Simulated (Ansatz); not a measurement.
Consider the redistribution: `B[SiH2]B(C)[SiH3]` + `CB/C=C/O` → `CBB(C)[SiH3]` + `B[SiH2]/C=C/O`.

Isolated molecules relaxed with PBE0-D4/def2-TZVP in Ansatz; ΔE leaves out vibrations. CCSD(T)/CBS is the MP2 limit (def2-TZVPP, def2-QZVPP) plus CCSD(T) − MP2 in def2-TZVPP, frozen cores. Double bonds are as drawn, so ΔE can hold a change between cis and trans. DFT in def2-TZVPP. B3LYP here is the variant with VWN-RPA as its local correlation; programs differ in this. Each species was taken in one conformer, which may not be the lowest.

```json
{"level": "B3LYP-D4", "ΔE (eV)": "0.47"}
{"level": "B3LYP", "ΔE (eV)": "0.48"}
{"level": "MP2/def2-TZVPP", "ΔE (eV)": "0.24"}
{"level": "CCSD(T)/def2-TZVPP", "ΔE (eV)": "0.41"}
```

Problem. What does CCSD(T)/CBS give? (Estimate.)

Solution. The calculation gave: +0.40 eV. The listed levels differ from it by 0.07, 0.08, -0.16, 0.01 eV.

Largest T1 diagnostic among the species: 0.015.

From PBE to PBE0 (25 % exact exchange), in def2-TZVPP and without D4, ΔE moves by +0.05 eV. In def2-TZVPP, CCSD(T) changes the Hartree–Fock value by −0.61 eV (the triples alone add −0.09 eV) and MP2 by −0.78 eV.
